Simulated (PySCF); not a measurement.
## Correlation energy of Pb (lead, neutral)

[Xe] 4f14 5d10 6s1 6p3, high-spin 5S determinant (an excited configuration). All numbers are calculated (PySCF 2.14, the spin-free X2C one-electron Hamiltonian (Gaussian nucleus), in aug-cc-pVTZ-DK3). Frozen: [Xe] 4f14 5d10; 4 electrons correlated.

```tsv
level	correlation energy (mhartree)
CCSD	-18.68
(T)	-0.26
CCSD(T)	-18.94
```

Diagnostics: T1 = 0.0033, D1 = 0.0053, largest double amplitude 0.032.

Problem. Is a single reference adequate?

Solution. Yes, within this model without spin-orbit coupling: T1 lies below 0.03 and no double amplitude reaches 0.07.

Spin-orbit coupling is strong in this species, so the high-spin LS determinant is a model state.
